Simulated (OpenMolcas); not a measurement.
**SeF (Selenium monofluoride): a line through the functionals**

The species is SeF (2 atoms), meant as a doublet with charge 0. As SMILES, `F[Se]`. The shape is that of a PBE0-D4/def2-TZVP optimisation.

The dipole moment y, in D, basis aug-cc-pVTZ; a is the functional's share of exact exchange. Programs: OpenMolcas 26.06.

```
functional     program     a  y (D)
  U-r2SCAN  OpenMolcas     0   1.21
     UBLYP  OpenMolcas     0   1.20
    UB3LYP  OpenMolcas   0.2      ?
     UPBE0  OpenMolcas  0.25   1.35
    UBHLYP  OpenMolcas   0.5   1.58
```

**Question.** Fit y = c + s·a to the known rows and predict UB3LYP.

**Answer.** 
1. Means of the 4 rows: a = 0.1875, y = 1.335.
2. Σ(Δa)² = 0.17188, Σ(Δa·Δy) = 0.12625, so the slope is 0.12625/0.17188 = 0.73452.
3. Intercept: 1.335 − (0.73452) × 0.1875 = 1.197. The largest residual of the fit is 0.031.
4. UB3LYP: 1.197 + (0.73452) × 0.2 = 1.34 D.

The run gave 1.37 D, so the prediction is off by -0.03 D, within the scatter of the fit. More exact exchange makes the molecule more polar here.
